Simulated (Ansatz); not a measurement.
Consider the redistribution: `C[SiH](O)[SnH3]` + `CO[SiH](O)F` → `C[Si@H](O)O[Si@@H](O)F` + `[CH3][SnH3]`.

Program: Ansatz. Geometries: PBE0-D4/def2-TZVP. ΔE: electronic, gas phase. CCSD(T)/CBS adds triple-zeta CCSD(T) − MP2 to the extrapolated MP2 energy (def2 sets, frozen cores). def2 core potentials past Kr. For Sn outer-core shells are correlated without core-valence functions, which leaves a few kJ/mol of doubt a bond. One conformer a species, not always the lowest.

```tsv
species	CCSD(T)/def2-TZVPP energy (Eh)
`C[SiH](O)[SnH3]`	-620.72731
`CO[SiH](O)F`	-580.26884
`C[Si@H](O)O[Si@@H](O)F`	-945.80473
`[CH3][SnH3]`	-255.27077
```

(1) Work out ΔE.

Largest T1 diagnostic among the species: 0.013.

Answers

(1) ΔE = (-945.80473) + (-255.27077) − (-620.72731) − (-580.26884) = -0.07935 Eh = -208.3 kJ/mol. CCSD(T)/CBS gives -207.2 kJ/mol.

From PBE to PBE0 (25 % exact exchange), in def2-TZVPP and without D4, ΔE moves by −9.4 kJ/mol. The D4 term adds −4.2 kJ/mol with B3LYP and −2.3 kJ/mol with PBE0; it sums over pairs of atoms, weighted by their polarisabilities, and B3LYP, whose exchange is more repulsive, gets the larger term.

B3LYP here is the variant with VWN-RPA as its local correlation; programs differ in this.
